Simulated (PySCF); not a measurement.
CH10BClSi3

CH10BClSi3 is a small molecule, neutral, singlet. The structure, one conformer, was relaxed in the gas phase by PBE0-D3(BJ)/def2-SVP. No frequency run checks that it is a minimum.

SMILES: C[Si]([SiH3])(Cl)B[SiH3]

Coordinates in Å:
```
Si1     0.612    0.639    0.719
Si2     1.761    0.275   -1.315
C3      0.750   -0.886    1.809
B4     -1.198    1.082    0.047
Si5    -2.351   -0.365   -0.751
Cl6     1.619    2.209    1.672
H7      3.202    0.017   -1.010
H8      1.652    1.467   -2.210
H9      1.188   -0.913   -2.023
H10     0.263   -0.711    2.780
H11     0.264   -1.746    1.321
H12     1.806   -1.132    1.991
H13    -1.566    2.228   -0.057
H14    -2.454   -0.126   -2.229
H15    -1.821   -1.750   -0.547
H16    -3.733   -0.304   -0.174
```

Shieldings: GIAO PBE0/pcSseg-1. Shifts are against computed references at the same level: C TMS (σ 184.4 ppm), H TMS (σ 31.27 ppm), Si TMS (σ 352.0 ppm). Core levels by delta-SCF with SCAN, pcX-2 on the ionised atom and pcseg-1 elsewhere, spin-free X2C (2p3/2 is the spin-free 2p value less a third of a first-order spin-orbit splitting); from the vacuum level, for chosen atoms.

Q: Give the NMR and core-level values of the distinct atoms.

A: 
```json
{"atoms": "Si1", "bonded to": "1 B + 1 C + 1 Cl + 1 Si", "σ (ppm)": "325.5", "δ (ppm)": "26.5", "core level (eV)": "2p3/2 106.80"}
{"atoms": "Si2", "bonded to": "1 Si + 3 H", "σ (ppm)": "457.9", "δ (ppm)": "-105.9", "core level (eV)": "2p3/2 106.51"}
{"atoms": "C3", "bonded to": "1 Si + 3 H", "σ (ppm)": "183.9", "δ (ppm)": "0.5", "core level (eV)": "1s 290.44"}
{"atoms": "B4", "bonded to": "2 Si + 1 H", "σ (ppm)": "-40.9", "δ (ppm)": "-", "core level (eV)": "-"}
{"atoms": "Si5", "bonded to": "1 B + 3 H", "σ (ppm)": "451.0", "δ (ppm)": "-99.0", "core level (eV)": "-"}
{"atoms": "Cl6", "bonded to": "1 Si", "σ (ppm)": "964.3", "δ (ppm)": "-", "core level (eV)": "2p3/2 205.36"}
{"atoms": "H7 H8 H9", "bonded to": "1 Si", "σ (ppm)": "27.82", "δ (ppm)": "3.45", "core level (eV)": "-"}
{"atoms": "H10 H11 H12", "bonded to": "1 C", "σ (ppm)": "30.29", "δ (ppm)": "0.98", "core level (eV)": "-"}
{"atoms": "H13", "bonded to": "1 B", "σ (ppm)": "18.36", "δ (ppm)": "12.91", "core level (eV)": "-"}
{"atoms": "H14 H15 H16", "bonded to": "1 Si", "σ (ppm)": "27.45", "δ (ppm)": "3.82", "core level (eV)": "-"}
```

Values are those of this one static structure, with the three H of a rotating XH3 group averaged; atoms that internal rotation interchanges would show their mean in an NMR spectrum.

Core levels of B4 are left out, their hole states being strongly spin-contaminated.

Q: Which of Si1, Si2 holds its core electrons tightest, and by how much against the loosest?

A: Si1 (bonded to 1 B + 1 C + 1 Cl + 1 Si), by 0.29 eV over Si2 (bonded to 1 Si + 3 H).

Q: By CAM-B3LYP/def2-SVPD (TDDFT singlets, Tamm-Dancoff triplets, ionisation by delta-SCF), where does absorption start, and what does vertical ionisation take?

A: The lowest singlet lies at 3.29 eV (f 0.011), the strongest of the first 6 at 4.95 eV (f 0.044), the lowest triplet at 2.57 eV; vertical ionisation takes 9.33 eV.
